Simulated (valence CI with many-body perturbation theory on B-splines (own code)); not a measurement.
Hyperfine factors and g values of Br¹⁹⁺

Calculated by relativistic CI+MBPT: six valence electrons over a frozen Dirac-Fock core [Ne], radial functions for each j: 9 s, 9 p, 8 d, 6 f, 3 g, 1 h, with the one-electron correlation potential Σ1 (screened to all orders), the two-electron term Σ2, the three-electron term Σ3, Breit, model QED; selected single and double excitations, second order for the rest, scaled by the run's own slope (own B-spline code, finite nucleus).

No measured levels were compared; by estimate levels of excited configurations hold to 0.05 to 0.15 % of their energy, terms of the ground configuration to about 0.5 %. Among the levels kept, up to 1500 cm⁻¹ of a level comes from second order outside the variational space, and about a tenth of that is noise between levels of different J, which matters for small intervals.

A/g_I is the dipole constant over the nuclear g factor μ/I (μ in nuclear magnetons, uniformly magnetised nucleus), B/Q the quadrupole constant per barn. Both hold the static response of the core; the bare values leave it out. Large factors of s and p1/2 electrons are usually good to 5 to 10 %; those of open d and f shells near neutrality can be off by tens of per cent, and small factors of p3/2, d and f electrons come from cancelling terms and can be off by a factor of two or in sign, in half-filled shells by more. B is blank for J = 1/2, where it vanishes, and for nearly pure S terms. Energies count from the lowest level. Levels with J = 0 are left out.

Names give the largest LS component (configuration and term), which can be under half, so a name can repeat, a term be missing and a line seem to break the LS rules; names also repeat where a configuration has a term twice. Letters in brackets count levels of one name in rising energy.

| Level | E (eV) | g | A/g_I (MHz) | A/g_I bare | B/Q (MHz/b) | B/Q bare |
| --- | --- | --- | --- | --- | --- | --- |
| 3s2 3p4 3P_2 | 0.00 | 1.424 | 13300 | 13300 | 14200 | 13800 |
| 3s2 3p4 3P_1 | 8.39 | 1.499 | -1200 | -624 | -12400 | -12000 |
| 3s2 3p4 1D_2 | 12.77 | 1.073 | 29200 | 28300 | -39200 | -37900 |
| 3s 3p5 3P°_2 | 64.33 | 1.498 | 59500 | 57600 | -22300 | -21600 |
| 3s 3p5 3P°_1 | 68.85 | 1.444 | 23400 | 23200 | 8560 | 8280 |
| 3s 3p5 1P°_1 | 82.36 | 1.076 | 70400 | 67700 | -14800 | -14300 |
| 3s2 3p3 3d 5D°_2 | 82.72 | 1.309 | 6730 | 7120 | -1070 | -1060 |
| 3s2 3p3 3d 5D°_3 | 82.85 | 1.406 | 5250 | 5750 | 3780 | 3800 |
| 3s2 3p3 3d 5D°_1 | 83.43 | 1.444 | 2180 | 2920 | -3720 | -3760 |
| 3s2 3p3 3d 5D°_4 | 84.16 | 1.449 | 2830 | 3330 | 4230 | 4550 |
| 3s2 3p3 3d 3D°_2 [a] | 86.65 | 1.120 | 4330 | 4590 | -4000 | -3760 |
| 3s2 3p3 3d 3D°_3 [a] | 90.42 | 1.269 | 1810 | 2260 | 10500 | 10400 |
| 3s2 3p3 3d 3D°_1 [a] | 90.98 | 0.559 | 21900 | 21000 | -1760 | -1650 |
| 3s2 3p3 3d 3F°_2 [a] | 91.40 | 0.910 | 21700 | 21200 | -24100 | -23400 |
| 3s2 3p3 3d 3F°_3 [a] | 92.66 | 1.152 | 18100 | 17900 | -18300 | -17700 |
| 3s2 3p3 3d 3F°_4 [a] | 94.59 | 1.196 | 14300 | 14200 | -12900 | -12300 |
| 3s2 3p3 3d 3G°_3 | 94.94 | 0.891 | 7390 | 7350 | 17300 | 17200 |
| 3s2 3p3 3d 3F°_4 [b] | 96.98 | 1.180 | 5520 | 5720 | 27700 | 27100 |
| 3s2 3p3 3d 1G°_4 | 98.61 | 1.025 | 17400 | 17100 | -310 | 167 |
| 3s2 3p3 3d 3G°_5 | 98.92 | 1.198 | 14100 | 14000 | 5030 | 5320 |
| 3s2 3p3 3d 3D°_1 [b] | 100.13 | 0.563 | 3630 | 3600 | -3330 | -3140 |
| 3s2 3p3 3d 1D°_2 | 101.00 | 0.987 | 18400 | 18100 | 14500 | 14200 |
| 3s2 3p3 3d 3P°_1 [a] | 103.55 | 1.446 | 1150 | 2020 | -1910 | -1900 |
| 3s2 3p3 3d 3D°_2 [b] | 105.29 | 1.164 | -2820 | -2240 | 12400 | 12200 |
| 3s2 3p3 3d 3F°_3 [b] | 106.24 | 1.061 | 13500 | 13400 | 6970 | 7120 |
| 3s2 3p3 3d 3F°_2 [b] | 106.59 | 0.908 | 14400 | 14100 | 12400 | 12200 |
| 3s2 3p3 3d 3D°_3 [b] | 108.60 | 1.205 | 13100 | 13100 | 698 | 879 |
| 3s2 3p3 3d 3P°_2 [a] | 109.62 | 1.309 | 10800 | 11000 | 11700 | 11500 |
| 3s2 3p3 3d 3F°_4 [c] | 109.88 | 1.192 | 8240 | 8350 | 2510 | 2840 |
| 3s2 3p3 3d 3P°_1 [b] | 112.11 | 1.454 | 14400 | 14200 | -3650 | -3520 |
| 3s2 3p3 3d 3P°_2 [b] | 113.20 | 1.425 | 10900 | 11100 | 4580 | 4340 |
| 3s2 3p3 3d 3S°_1 | 113.78 | 1.604 | 2220 | 3000 | -3460 | -3380 |
| 3s2 3p3 3d 3D°_3 [c] | 114.44 | 1.264 | 5210 | 5540 | 10500 | 10400 |

**Question.** Take the isotope of mass number 81, with I = 3/2, μ = 2.2686 μN and Q = 0.2579 b. What is the hyperfine structure of 3s2 3p3 3d 5D°_2?

**Answer.** From the table A = 10200 MHz, B = -275 MHz. Shifts from the centre of gravity in MHz: F = 1/2: -46100, F = 3/2: -30600, F = 5/2: -4930, F = 7/2: 30500.
